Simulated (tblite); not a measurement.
Compound: C₇H₁₁S (doublet state).
Geometry (GFN2-xTB, Å), atoms numbered from 1 in this order:
```xyz
19
C7H11S angstrom
C     -3.670    0.589    0.102
S     -2.817   -0.440    1.153
C     -1.507   -1.043    0.028
C     -0.558    0.074   -0.403
C      0.254    0.567    0.751
C      1.578    0.494    0.897
C      2.526   -0.069   -0.037
C      3.834   -0.109    0.194
H     -3.739    0.323   -0.936
H     -4.456    1.163    0.550
H     -2.004   -1.488   -0.834
H     -0.975   -1.817    0.580
H     -1.158    0.901   -0.798
H      0.076   -0.303   -1.206
H     -0.336    1.006    1.545
H      2.016    0.893    1.804
H      2.139   -0.480   -0.959
H      4.259    0.289    1.101
H      4.527   -0.539   -0.510
```

The geometry is computed with GFN2-xTB (gas phase). This method treats the open shell by occupation alone, without spin polarisation.

Take the most abundant isotopes and a rigid rotor. The values belong to one conformer with, in the numbering `[CH2:1][S:2][CH2:3][CH2:4]/[CH:5]=[CH:6]\[CH:7]=[CH2:8]`, H–C1–S2–C3 34° and -174°, C1–S2–C3–C4 66°, S2–C3–C4–C5 67°, C3–C4–C5–C6 116°, C5–C6–C7–C8 -179°.

Question: What are A, B and C (cm⁻¹)?

Answer: Ia = 85.96, Ib = 831.23, Ic = 841.79 u·Å²; 505379 MHz·u·Å²/I gives 5879, 608.0 and 600.4 MHz, that is A = 0.19611, B = 0.02028, C = 0.02003 cm⁻¹.

Question: Classify the top.

Answer: A near-prolate asymmetric top: κ = (2 × 608.0 − 5879 − 600.4)/(5879 − 600.4) = -1.00.

Question: What does the inertial defect say?

Answer: Not planar: Δ = Ic − Ia − Ib = -75.40 u·Å². For a rigid frame Δ = −2 Σ m c², so Σ m c² = 37.70 u·Å² lies off the ab plane: 8.85 from hydrogen and 28.85 from heavier atoms. The atom farthest from that plane is 1.64 Å away.

Question: Give the other two planar moments, Paa and Pbb, and the rms extents of the mass along the axes.

Answer: Paa = Σ m a² = (Ib + Ic − Ia)/2 = 793.53 and Pbb = Σ m b² = (Ia + Ic − Ib)/2 = 48.26 u·Å². With the mass M = 127.06 u, the rms extents √(P/M) along a, b and c are 2.50, 0.62, 0.54 Å.

Question: Estimate the classical rotational partition function at 25 K, 50 K and 200 K.

Answer: Point group C1, symmetry number σ = 1; q = (√π/σ)·√((kT/h)³/(ABC)), k/h = 20836.6 MHz/K: 14400 at 25 K, 40700 at 50 K, 325000 at 200 K.

For this open shell read J as N, the rotation without spin; fine and hyperfine splittings come on top. Its lowest GFN2-xTB frequency is 7 cm⁻¹, too small to tell a flat minimum from a shallow saddle. No vibrational averaging or centrifugal distortion is included, and the geometry carries the error of its method.

On one thread of an INTEL XEON PLATINUM 8581C at 2.30 GHz, no GPU, shared host, this took 0.56 s of wall time. These figures are those of the optimisation.
